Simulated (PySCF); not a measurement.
# Reading the logs of faulty runs: AlBGeH5O cation

These are calculations, not measurements. The program is PySCF 2.14.0, an open-source quantum chemistry code, run on an isolated molecule that a program drew, which may never have been made. The molecule is AlBGeH5O cation (charge +1, singlet), drawn as the SMILES string `[OH][Al+][BH][GeH3]`.

Each row is a Hartree-Fock (HF) and frozen-core CCSD(T) single point in the cc-pV(D+d)Z basis, meant for a local HF minimum. Run 1 is clean. Each other run has one planted mistake out of seven kinds, and not every kind appears here: one electron removed, one electron added, multiplicity raised by two, geometry at a saddle point, minimal basis STO-3G, one bond length entered in bohr, all coordinates scaled. The reference is restricted for singlets and unrestricted otherwise, and also for a bond in bohr. Adding or removing an electron swaps singlet and doublet. Electrons count all cores. HOMO and LUMO are orbital energies over both spins, the gradient is its largest component, and the lowest frequency (negative if imaginary) is given only where the gradient is small. Bond lengths are over the 8 bonds as drawn. T1 is the CCSD diagnostic: over 0.02 (restricted) or 0.045 (unrestricted) a single reference is doubtful. Germanium has the cc-pVDZ-PP basis, with a core potential (ECP10MDF) in place of its 10 inner electrons, and its 3s, 3p and 3d shells are frozen in CCSD(T).

Geometry of the clean run:
```xyz
9
AlBGeH5O cation, angstrom
O    -1.8554    0.3966    2.8451
Al   -1.2840   -0.1496    1.4494
B    -0.4841   -0.8080   -0.4631
Ge    0.3000    0.5539   -1.8665
H    -2.1931    0.7045    3.6686
H    -0.5918   -1.9871   -0.6053
H    -0.9362    1.1090   -2.5744
H     1.0229    1.6697   -1.1163
H     1.2226   -0.1896   -2.8177
```

| run | electrons | basis functions | <S^2> | HOMO (eV) | LUMO (eV) | gradient (hartree/bohr) | lowest frequency (cm^-1) | mean bond (Å) | longest bond (Å) | T1 | HF (hartree) | CCSD(T) (hartree) | mistake |
|---|---|---|---|---|---|---|---|---|---|---|---|---|---|
| 1 | 62 | 99 | 0.000 | -15.40 | -4.86 | 1.2e-05 | 26 | 1.5744 | 2.175 | 0.0165 | -637.52136 | -637.98379 | no fault |
| 2 | 62 | 99 | 0.000 | -15.74 | -4.98 | 1.2e-01 | - | 1.4374 | 1.986 | 0.0149 | -637.44587 | -637.89918 | all coordinates scaled |
| 3 | 62 | 99 | 0.714 | -14.48 | -5.08 | 2.1e-02 | - | 1.7070 | 2.253 | 0.0593 | -637.40272 | -637.86440 | one bond length entered in bohr |
| 4 | 61 | 99 | 0.766 | -21.98 | -13.03 | 6.5e-02 | - | 1.5744 | 2.175 | 0.0222 | -637.00034 | -637.43766 | one electron removed |
| 5 | 62 | 99 | 2.020 | -13.02 | -6.74 | 6.3e-02 | - | 1.5744 | 2.175 | 0.0227 | -637.43528 | -637.88990 | multiplicity raised by two |
| 6 | 63 | 99 | 0.759 | -6.62 | 1.51 | 4.9e-02 | - | 1.5744 | 2.175 | 0.0151 | -637.72865 | -638.21212 | ? |

**Which mistake was planted in run 6, and what did it cost?**

It counts 63 electrons, one more than the clean run, at the same geometry and basis. So the mistake is: one electron added. Subtracting run 1 and multiplying by 627.51 kcal/mol a hartree, the energy moved by -130.1 kcal/mol in HF and -143.3 kcal/mol in CCSD(T).

Cautions from the logs. Run 3: T1 is over the limit, so its CCSD(T) energy is less reliable.
